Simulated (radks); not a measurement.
Species: the erbium ion Er51+. Configuration: [Ne] 3s2 3p5 (the NIST ground configuration).

All-electron calculation, Dirac Kohn-Sham, BLYP, spin-unpolarised, spherical densities, finite nucleus; open shells are shared between the two j in proportion to 2j + 1; Fermi nuclear charge, rms radius 5.2516 fm. Program: a radial shooting solver on a logarithmic mesh with Libxc functionals.

Energy parts (hartree):
| part | energy |
|---|---|
| total | -10545.2334 |
| kinetic | 11859.3551 |
| electron-nucleus | -23500.5225 |
| Hartree | 1252.1481 |
| exchange-correlation | -156.2141 |

Orbitals (lengths in bohr, moments of r in powers of bohr):
| orbital | occ. | eigenvalue (hartree) | <r^4> | small-component weight |
|---|---|---|---|---|
| 1s1/2 | 2 | -2236.584 | 8.637e-07 | 6.48e-02 |
| 2s1/2 | 2 | -480.2199 | 0.0001268 | 1.47e-02 |
| 2p1/2 | 2 | -464.8379 | 0.00007712 | 1.47e-02 |
| 2p3/2 | 4 | -430.4801 | 0.0001041 | 1.36e-02 |
| 3s1/2 | 2 | -187.4121 | 0.003592 | 5.60e-03 |
| 3p1/2 | 1.66667 | -181.6325 | 0.003055 | 5.53e-03 |
| 3p3/2 | 3.33333 | -172.8666 | 0.003715 | 5.24e-03 |

The highest occupied level is 3p3/2 at -4703.9 eV. For comparison, the ionisation energy in NIST's Atomic Spectra Database is 4748 eV (theoretical). In exact Kohn-Sham theory the highest level is minus the ionisation energy, but local and semilocal functionals leave it too shallow, through self-interaction and a potential that decays too fast; potentials with the right tail come closer. The electron density at the nucleus is 8.733e+05 e/bohr^3. Summed over all electrons, <r^2> = 0.3983 bohr^2, which gives a Langevin (diamagnetic) susceptibility term of -0.315 x 10^-6 cm^3/mol.

Beside tabulated values, note that spin-unpolarised runs miss the spin-polarisation part of the exchange energy of open shells.
